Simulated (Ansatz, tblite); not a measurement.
Cost and result up the ladder for Si₂O₂ (the lowest singlet isomer of a short search) (4 atoms). Charge 0, multiplicity 1. Geometry: PBE0-D4/def2-TZVP.

```csv
atom,x (Å),y (Å),z (Å)
Si1,-0.9109,0.5902,0.5576
Si2,0.9110,-0.5902,-0.5573
O3,-0.5568,-1.0175,0.1676
O4,0.5567,1.0175,-0.1679
```

Ansatz on 4 threads of Arm Neoverse V1 on a shared host; xTB runs through tblite on one thread. Times are rough, summed over both states, and most runs start from the orbitals of an earlier one. RPA@PBE/def2-TZVP serves as the yardstick here, not as an exact answer. The other state is a triplet at its own geometry.

The xTB rows come from tblite. LC-ωPBE has ω = 0.4 bohr⁻¹. B3LYP takes the VWN-RPA correlation. HSE06 is defined as in plane-wave codes, on full-range PBE exchange. Correlated methods freeze 12 core orbitals. In CCSD on the charge 0 triplet the largest single amplitude is 0.15, so its Hartree–Fock determinant may place the open shell otherwise than the density functionals do. The structure comes from a short search, and lower isomers may exist.

Run but left out: HF/STO-3G (singlet: restricted singlet, unstable in another Hartree–Fock run and untested here); HF/def2-TZVP, HF/def2-TZVPP (singlet: restricted singlet, unstable towards broken spin symmetry).

Correlated methods converge slowly with the basis.

xTB has no spin-polarisation term.

```tsv
level	functions	wall time	triplet − singlet (eV)	difference from RPA@PBE/def2-TZVP (eV)	remarks
GFN2-xTB	26	0.005 s	2.86	0.24	–
GFN1-xTB	26	0.006 s	3.63	1.01	–
MP2/def2-TZVP	136	2.1 s	2.79	0.17	restricted SCF unstable (singlet)
BLYP-D4/def2-TZVP	136	2.5 s	2.31	-0.31	–
PBE-D4/def2-TZVP (with forces)	136	2.7 s	2.19	-0.43	–
LC-ωPBE/def2-TZVP	136	3 s	2.58	-0.03	–
HSE06-D4/def2-TZVP	136	3.2 s	2.44	-0.18	–
PBE0-D4/def2-TZVP	136	3.3 s	2.46	-0.16	–
RPA@PBE/def2-TZVP	136	4 s	2.62	0.00	–
B3LYP-D4/def2-TZVP	136	5.4 s	2.56	-0.05	–
r2SCAN-D4/def2-TZVP	136	12 s	2.15	-0.46	–
CCSD(T)/def2-TZVPP	146	22 s	2.77	0.15	restricted SCF unstable (singlet)
```
